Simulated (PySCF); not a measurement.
# Telling isomers of C6H12O2 apart by NMR

All values are calculated (PySCF 2.14): shielding tensors at PBE0/pcSseg-1 (GIAO), geometry: GFN2-xTB. One conformer, averaged over atoms made equivalent by symmetry, fast rotation or ring inversion, no solvent, relativity neglected.

Scale: 1H (31.72 ppm) and 13C (186.93 ppm) vs TMS (reference shieldings calculated alike). Where no couplings were computed, multiplicities follow the n + 1 count of equivalent neighbours, and m marks all less simple cases (inequivalent or close neighbours, rings, F or P nearby). Shifts are as computed. Against solution values, carbons near 30 ppm lie about +3 ppm off and those near 130 ppm about +5 ppm. Of 1211 compounds with measured shifts, 218 miss one by over three times the rms of a fit or turn the order of signals round; such compounds aren't used in these exercises.

(1) Tabulate the signals of `COC(=O)C(C)(C)C`, `CCCC(=O)OCC` and their relative energies.

(2) What is the quickest way to tell COC(=O)C(C)(C)C from CCCC(=O)OCC?

Answers

(1) 
```tsv
SMILES	carbon types	δC	δH	E rel. (kcal/mol)
COC(=O)C(C)(C)C	2×C 4×CH3	185.9, 53.8, 41.3, 29.0	3.85 (s, 3H), 1.22 (s, 9H)	0.8
CCCC(=O)OCC	1×C 3×CH2 2×CH3	180.2, 63.2, 43.3, 26.5, 17.6, 16.6	4.31 (q, 2H), 2.15 (t, 2H), 1.69 (m, 2H), 1.28 (t, 3H), 1.09 (t, 3H)	0.0
```

Energies are electronic energies at PBE0/pcSseg-1 on these geometries, without zero-point or thermal terms, each for the one conformer computed, which needn't be the lowest.

(2) Count the carbon signals: 4 against 6. The first has a quaternary sp3 carbon α to a carbonyl (C) at 41.3 ppm, the second an sp3 CH2 bonded to O at 63.2 ppm. Their most deshielded carbons lie at 185.9 and 180.2 ppm. In the proton spectra the most deshielded non-exchanging signals are 3.85 (s, 3H) and 4.31 (q, 2H).
